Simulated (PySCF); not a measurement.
CH4Cl2Ge, SMILES [CH3][GeH]([Cl])[Cl].

Coordinates come from a PBE0-D3(BJ)/def2-SVP optimisation.

Two levels are set side by side: PBE/def2-TZVP (PySCF) and PBE0/def2-TZVP (PySCF). Same geometry, gas phase. Differences are taken from unrounded values.

```tsv
quantity	PBE
orbital gap (eV)	6.00
highest occupied level (eV)	-7.38
lowest empty level (eV)	-1.39
dipole moment (D)	2.65
mean polarisability (bohr³)	66.5
```

Question: These are the PBE values. What does PBE0 give? (The exact figures need the calculation; the answer reports its results.)

Answer: 
```
quantity                      PBE0  PBE minus PBE0
---------------------------  -----  --------------
orbital gap (eV)              8.35           -2.35
highest occupied level (eV)  -8.74            1.36
lowest empty level (eV)      -0.39           -1.00
dipole moment (D)             2.75           -0.10
mean polarisability (bohr³)   64.4             2.1
```

PBE's occupied levels lie high since its potential decays too fast outside the molecule; exact exchange lowers them and widens the gap. PBE's more diffuse valence density responds more strongly to a field. Differences between two approximate levels are no errors against the true value.

Rough cost on one machine, each run with all the roots and properties that it gave: PBE0 against PBE within a factor of 2.
